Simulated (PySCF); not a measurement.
CH₃BrSe, SMILES C[Se]Br. Geometry optimised at B3LYP-D3(BJ)/def2-SVP.

Computed equilibrium geometry at B3LYP-D3(BJ)/def2-SVP (PySCF confirms it by a frequency run) as bond lengths and angles, and its point group:
point group Cs.
Atoms: Se1 Br2 C3 H4 H5 H6. Bond lengths (Å): Se1–Br2 2.361, Se1–C3 1.957, C3–H4 1.101, C3–H5 1.097, C3–H6 1.097. Bond angles (°): Br2–Se1–C3 97.7, Se1–C3–H4 105.3, Se1–C3–H5 110.3, Se1–C3–H6 110.3, H4–C3–H5 109.8, H4–C3–H6 109.8, H5–C3–H6 111.1.
